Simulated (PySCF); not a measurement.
Be(Me)(Et) (C₃H₈Be), SMILES C[CH2][Be][CH3].

The structure is a stationary point at PBE-D3(BJ)/def2-SVP. The structure was generated by enumeration; whether it is a known compound was not checked. Other conformers were not sampled.

Two levels are set side by side: TDA-PBE/def2-SVPD (PySCF) and TDA-B3LYP/def2-SVPD (PySCF). Vertical, same geometry. The lowest singlet is HOMO→LUMO 98 % with PBE and HOMO→LUMO 96 % with the other functional; states are paired by order. Differences are taken from unrounded values.

| quantity | TDA-B3LYP | TDA-PBE | TDA-PBE minus TDA-B3LYP |
|---|---|---|---|
| lowest singlet excitation (eV) | 6.14 | 5.73 | -0.41 |
| lowest triplet excitation (TDA) (eV) | 5.77 | 5.35 | -0.42 |
| first bright state (f over 0.05) (eV) | 6.73 | 6.23 | -0.51 |
| its oscillator strength | 0.09 | 0.08 | -0.01 |

A lower first singlet is the usual sign of a functional without exact exchange. Differences between two approximate levels are no errors against the true value.

Rough cost on one machine, each run with all the roots and properties that it gave: TDA-B3LYP against TDA-PBE about 2 times.
